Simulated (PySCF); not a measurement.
# Correlation energy of Hf (hafnium, neutral)

Starting occupation: [Xe] 4f14 5d2 6s2, 5d3/2 with m_j = +1/2, +3/2. Calculation: PySCF 2.14, in x2c-QZVPPall-2c (16s16p12d6f2g, 184 functions); X2C-1e with screened-nucleus spin-orbit coupling, Gaussian nucleus. Frozen: [Kr] 4d10 4f14; 12 electrons correlated; the 60 highest virtual spinors left out.

MP2 pair energies summed by pair of shells (mhartree):

```
 pair   energy  share (%)
5p-5p  -104.60       37.0
5d-5p   -53.27       18.8
5p-6s   -31.09       11.0
5p-5s   -30.23       10.7
5d-6s   -27.63        9.8
6s-6s   -19.09        6.7
5d-5s    -5.67        2.0
5s-5s    -5.62        2.0
5d-5d    -4.13        1.5
5s-6s    -1.68        0.6
```

Total MP2 correlation energy: -283.01 mhartree.

The GHF reference relaxed away from the jj start to a determinant that is no pure jj level (⟨S²⟩ = 2.04, ⟨J²⟩ = 6.89); the energies belong to that determinant.

This basis was not built for core-valence correlation, so the inner-shell part is incomplete.
